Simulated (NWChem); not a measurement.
Excited singlets of BiF2 (+1) by symmetry

```xyz
3

Bi     0.0000     0.0000     0.2357
F     -1.4797     0.0000    -1.0870
F      1.4797     0.0000    -1.0870
```
Charge +1, spin multiplicity 1.

All runs are NWChem calculations. All single points use one geometry, from B3LYP/def2-SVP with def2 effective core potentials on Bi, a minimum by its harmonic frequencies.

Basis set: def2-SVPD. Symmetry labels belong to the abelian group C2v used in the runs, with the axes of the coordinates shown. Entries are the lowest vertical excitation energy of each symmetry in eV (for CIS and TDDFT among the lowest few roots); a state of one symmetry need not have the same character in every method. Symmetries that some method's roots don't reach, or where a double excitation leads the EOM-CCSD root, are left out.

Effective core potentials replace the inner electrons of Bi; spin-orbit coupling is left out. The correlated methods keep 6 core orbitals frozen. B3LYP has NWChem's definition, with VWN1-RPA local correlation. The spin multiplicity of the parent species was assumed, not shown to be that of its ground state. The structure started from a generated list of species. Coupled-cluster values serve here as a point of comparison, not as the truth.

```tsv
method	b2	a2	b1
CIS	6.20	7.77	8.21
TD-B3LYP	4.45	4.51	5.20
TDA-BHandHLYP	5.21	5.64	6.24
EOM-CCSD	5.01	5.45	5.92
```
